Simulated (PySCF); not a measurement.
GaF₂, SMILES [F][Ga+][F], charge +1.

The structure is a stationary point at B3LYP-D3(BJ)/def2-TZVP. The spin state was assumed, not searched. The isomer is the one that the SMILES or the coordinates give; other isomers of the formula were not compared.

Computed with TDDFT-PBE0/def2-SVPD in PySCF 2.14.0.

Vertical excitations; the highest root listed may be one member of a degenerate set.  State labels are in the subgroup D2h.

Task: Give excitation energies, oscillator strengths and character. (An estimate is asked for; the answer gives what the named calculation found.)

Result: 
```tsv
state	symmetry	energy (eV)	λ (nm)	f	main pairs
S1	B3g	6.33	196	0.000	HOMO→LUMO (degenerate set)
S2	B2g	6.33	196	0.000	HOMO−1→LUMO (degenerate set)
S3	B2u	6.93	179	0.031	HOMO−3→LUMO (degenerate set)
S4	B3u	6.93	179	0.031	HOMO−2→LUMO (degenerate set)
S5	B1u	8.63	144	0.114	HOMO−4→LUMO 71 %, HOMO−1→LUMO+2 14 %, HOMO→LUMO+1 14 %
S6	Ag	9.36	132	0.000	HOMO−5→LUMO 74 %, HOMO−3→LUMO+1 13 %, HOMO−2→LUMO+2 13 %
S7	Au	9.53	130	0.000	HOMO→LUMO+2 50 %, HOMO−1→LUMO+1 50 %
S8	Au	9.60	129	0.000	HOMO−1→LUMO+1, HOMO→LUMO+2 (degenerate set)
S9	B1u	9.60	129	0.000	HOMO→LUMO+1, HOMO−1→LUMO+2 (degenerate set)
S10	B1g	10.01	124	0.000	HOMO−3→LUMO+2 50 %, HOMO−2→LUMO+1 50 %
T1	B3g	5.84	212	0	HOMO→LUMO (degenerate set)
T2	B2g	5.84	212	0	HOMO−1→LUMO (degenerate set)
T3	B2u	6.28	197	0	HOMO−3→LUMO (degenerate set)
T4	B3u	6.28	197	0	HOMO−2→LUMO (degenerate set)
```
Triplets are in the Tamm–Dancoff approximation, which puts them higher than full response would, so one can lie above its singlet here.
